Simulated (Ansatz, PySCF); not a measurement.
Two conformers of C2H6OSi (SMILES C=C[SiH2]O), B3LYP-D3(BJ)/def2-TZVP minima.
Conformer 1 (charge 0, multiplicity 1, Z-matrix in Å and degrees):
```
C
C 1 1.3328
H 2 1.0853 1 122.56
H 2 1.0855 3 115.86 1 179.70
H 1 1.0883 2 118.05 3 -0.30
Si 1 1.8595 5 119.23 2 -179.85
O 6 1.6554 1 112.30 5 -59.86
H 7 0.9605 6 117.65 1 -55.99
H 6 1.4775 7 104.26 8 -176.83
H 6 1.4854 9 110.35 7 120.04
```
Conformer 2 (charge 0, multiplicity 1, Z-matrix in Å and degrees):
```
C
C 1 1.3323
H 2 1.0852 1 122.54
H 2 1.0854 3 115.86 1 -179.92
H 1 1.0886 2 117.87 3 0.14
Si 1 1.8585 5 119.51 2 179.07
O 6 1.6553 1 113.09 5 64.87
H 7 0.9594 6 118.63 1 -86.14
H 6 1.4780 7 106.49 8 155.23
H 6 1.4864 9 110.73 7 118.52
```

No zero-point or thermal terms.

Rows in 6-31G* carry no dispersion term and start afresh at each structure (6-31G* with six Cartesian d functions).

Run with Ansatz (Gaussian orbitals); PySCF for 6-31G* rows, the dispersion terms. Each number belongs to the level named beside it.

Problem. Predict the electronic energy of conformer 2 less that of conformer 1 from HF/cc-pV(D+d)Z.

Solution. 4 kJ/mol

Ansatz is a first-principles code.
